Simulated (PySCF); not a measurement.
A structure optimised at PBE-D3(BJ)/def2-SVP, used in a PySCF frequency run:

```
Ta
F 1 1.8877
F 1 1.8877 2 113.05
O 1 1.8922 2 109.86 3 123.11
H 4 0.9735 1 133.57 2 117.52
S 1 2.1770 2 108.13 4 117.21
```

**Question.** Write its SMILES, formula and point group.

**Answer.** [OH][Ta]([F])([F])=[S], F₂HOSTa, Cs

**Question.** What are its rotational constants (standard atomic weights)?

**Answer.** 2.7871, 2.0048, 1.9500 GHz
